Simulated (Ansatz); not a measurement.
The molecule SiAs, multiplicity 2 (lowest of 2S+1 = 2, 4 at CCSD(T)/def2-TZVPP on PBE0 minima; our sources give no spin for the ground state, which may be another). No spin–orbit coupling. As is treated without relativity.

Constants: fifth-degree fit in 1/R to seven points, most abundant isotopes. In def2 and cc sets the state is the lowest found near the PBE0 minimum, followed along R.

Programs: Ansatz (a quantum-chemistry and plane-wave program). 

Energies at SVWN5/def2-TZVPP:

```csv
R (Å),E (hartree)
2.020361,-2520.87370353
2.074672,-2520.87981557
2.124638,-2520.88282408
2.181121,-2520.88378132
2.237604,-2520.88265356
2.302777,-2520.87932694
2.378812,-2520.87338989
```

Task: With a reduced mass of 20.3703 u, find the minimum, the force constant and the constants.

Result: A fifth-degree polynomial in 1/R puts the minimum at r_e = 2.1767 Å with force constant 289 N/m. Then ω_e = (1/2πc)√(k/μ) = 491 cm⁻¹ and B_e = h/(8π²cμr_e²) = 0.1747 cm⁻¹; the cubic and quartic terms give α_e = 0.00073 and ω_e x_e = 1.4 cm⁻¹.
